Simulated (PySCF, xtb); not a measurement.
C3H9BO, SMILES C(BO)(C)C. The values are those of a single conformer.

Harmonic wavenumbers (cm⁻¹) from GFN2-xTB run with xtb 6.7.1 at its own minimum, in rising order: 70, 210, 221, 241, 307, 378, 499, 672, 770, 842, 940, 950, 966, 992, 1034, 1113, 1139, 1179, 1275, 1308, 1339, 1404, 1418, 1503, 1507, 1515, 1521, 2615, 2909, 3002, 3004, 3009, 3021, 3026, 3044, 3557.

**Question.** What does B3LYP-D3(BJ)/def2-SVP (PySCF) give at its own minimum? (Estimate from the structure and the level; the computed values follow.)

**Answer.** 69, 214, 222, 246, 310, 367, 521, 681, 757, 878, 912, 925, 973, 1009, 1048, 1124, 1175, 1185, 1283, 1315, 1385, 1394, 1417, 1462, 1473, 1483, 1486, 2578, 2974, 3004, 3015, 3075, 3085, 3087, 3108, 3801. Paired by order, the mean absolute difference is 30 cm⁻¹ and the zero-point energies are 75.1 and 75.8 kcal/mol.
